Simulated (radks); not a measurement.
Values are calculated unless marked as measured or tabulated.
Q: Species: Tm IV. Configuration: [Xe] 4f12 (the NIST ground configuration). Level of theory: scalar-relativistic Kohn-Sham, LDA (Slater exchange, Perdew-Wang correlation), spin-polarised, spherical densities, point nucleus; open shells are filled with parallel spins first (spin-orbit coupling, left out, can overturn this in heavy ions) (a radial shooting solver on a logarithmic mesh with Libxc functionals). Some entries of the table are withheld. Estimate them.

orbital  occ.  eigenvalue (Ry)  <1/r> (bohr^-1)  r(max) (bohr)
1s down     1        -4356.434            79.05        0.01262
1s up       1        -4356.434            79.05        0.01262
2s up       1        -737.1404            18.41        0.07194
2s down     1        -737.1371            18.41        0.07194
2p up       3        -651.3748            16.96        0.05856
2p down     3        -651.3724            16.96        0.05856
3s up       1        -167.6181            6.793         0.2034
3s down     1        -167.5487            6.795         0.2034
3p up       3        -141.6518            6.337         0.2003
3p down     3        -141.5826            6.339         0.2003
3d up       5        -109.5289            6.007         0.1632
3d down     5        -109.4750            6.008         0.1632
4s up       1        -35.03541            2.877         0.4643
4s down     1        -34.89905            2.876         0.4643
4p up       3        -26.48960            2.629         0.4855
4p down     3        -26.35601            2.628         0.4855
4d up       5        -15.14000            2.325         0.5007
4d down     5        -15.01021            2.324         0.5007
5s up       1         -6.21481            1.103          1.079
5s down     1         -6.15509            1.098          1.082
5p up       3              (1)           0.9274          1.229
5p down     3              (2)           0.9219          1.233
4f up       7         -2.70715            1.757         0.4914
4f down     5         -2.59186            1.744         0.4922

A: 
(1) 5p up eigenvalue (Ry): -4.17510
(2) 5p down eigenvalue (Ry): -4.13141
